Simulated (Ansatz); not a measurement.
Species: H$_{7}$FSi$_{3}$, SMILES `F[SiH]([SiH3])[SiH3]` with one electron removed (charge 1, multiplicity 2), formula H₇FSi₃.

Task: How many basis functions does frozen-core CCSD(T)/cc-pVTZ // PBE-D3(BJ)/def2-TZVP (Ansatz, a program for electronic structure) use, how many core orbitals are frozen, and how many electrons are correlated?

Result: 230 basis functions and 16 frozen orbitals, which leaves 25 correlated electrons. Core time is of the order of minutes.
